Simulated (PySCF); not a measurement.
C3H4F2O. Atoms are numbered in the order given.

```xyz
10

O      1.8282    -0.6106     0.3351
C      0.5935    -0.7829    -0.2642
C     -0.6702    -1.0073     0.6008
C     -0.4498     0.2631    -0.1300
F     -1.2323     0.6072    -1.1655
F     -0.1042     1.3650     0.5808
H      1.8880     0.3044     0.6455
H      0.6326    -1.3312    -1.2128
H     -1.4351    -1.6918     0.2248
H     -0.5237    -0.9834     1.6843
```
Charge 0, spin multiplicity 1.

Coordinates come from a B3LYP-D3(BJ)/def2-SVP optimisation. One conformer was computed; it need not be the lowest.

The numbers are results of PBE/pcSseg-1 in PySCF, not measurements.

GIAO shieldings, no solvent; atoms listed in one row are averaged. δ = σ(ref) − σ: ¹⁷O against H2O (σ = 334.3 ppm); ¹³C against TMS (σ = 182.0 ppm); ¹⁹F against CFCl3 (σ = 133.6 ppm); ¹H against TMS (σ = 31.49 ppm), references at their B3LYP-D3(BJ)/def2-TZVP geometries, non-relativistic.

Computed chemical shifts:
```json
[
 {"nucleus": "¹⁷O", "atoms": "O1", "count": "1", "δ (ppm)": "30.7"},
 {"nucleus": "¹³C", "atoms": "C4", "count": "1", "δ (ppm)": "123.3"},
 {"nucleus": "¹³C", "atoms": "C2", "count": "1", "δ (ppm)": "58.2"},
 {"nucleus": "¹³C", "atoms": "C3", "count": "1", "δ (ppm)": "26.0"},
 {"nucleus": "¹⁹F", "atoms": "F5", "count": "1", "δ (ppm)": "-168.6"},
 {"nucleus": "¹⁹F", "atoms": "F6", "count": "1", "δ (ppm)": "-191.1"},
 {"nucleus": "¹H", "atoms": "H8", "count": "1", "δ (ppm)": "4.00"},
 {"nucleus": "¹H", "atoms": "H9", "count": "1", "δ (ppm)": "1.70"},
 {"nucleus": "¹H", "atoms": "H7", "count": "1", "δ (ppm)": "1.45"},
 {"nucleus": "¹H", "atoms": "H10", "count": "1", "δ (ppm)": "1.22"}
]
```
